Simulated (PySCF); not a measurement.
**Telling isomers of C2H5F3OSi apart by NMR**

PySCF calculation with coordinates at the GFN2-xTB level and shieldings: GIAO PBE0/pcSseg-1; non-relativistic, one conformer, isolated molecule, equivalent nuclei averaged.

Scale: $^{1}$H (31.72 ppm), $^{13}$C (186.93 ppm) against TMS (reference shieldings calculated alike). Splittings of carbon signals by F and P are missing where no couplings were computed. Where no couplings were computed, multiplicities follow the n + 1 count of equivalent neighbours, and m marks all less simple cases (inequivalent or close neighbours, rings, F or P nearby). Shifts are as computed. Against solution values, carbons near 30 ppm lie about +3 ppm off and those near 130 ppm about +5 ppm. Of 1313 compounds with measured shifts, 239 miss one by over three times the rms of a fit or turn the order of signals round; such compounds aren't used in these exercises. OH and NH positions are gas-phase values without hydrogen bonding to other molecules.

(1) Tabulate the signals of `CCO[Si](F)(F)F`, `C[Si@H](O)C(F)(F)F` and their relative energies.

(2) What is the quickest way to tell CCO[Si](F)(F)F from C[Si@H](O)C(F)(F)F?

Results:

(1) 
```json
{"SMILES": "CCO[Si](F)(F)F", "carbon types": "1×CH2 1×CH3", "δC": "64.5, 19.7", "δH": "4.31 (q, 2H), 1.39 (t, 3H)", "E rel. (kcal/mol)": "0.0"}
{"SMILES": "C[Si@H](O)C(F)(F)F", "carbon types": "1×C 1×CH3", "δC": "138.4, -1.9", "δH": "4.82 (m, 1H), 1.93 (br s, 1H), 0.43 (d, 3H)", "E rel. (kcal/mol)": "107.0"}
```

Energies are electronic energies at PBE0/pcSseg-1 on these geometries, without zero-point or thermal terms, each for the one conformer computed, which needn't be the lowest.

(2) Both give the same number of carbon signals, but DEPT or the intensities differ. The first has an sp3 CH2 bonded to O at 64.5 ppm, the second a CF3 carbon (C) at 138.4 ppm. In the proton spectra the most deshielded non-exchanging signals are 4.31 (q, 2H) and 4.82 (m, 1H).
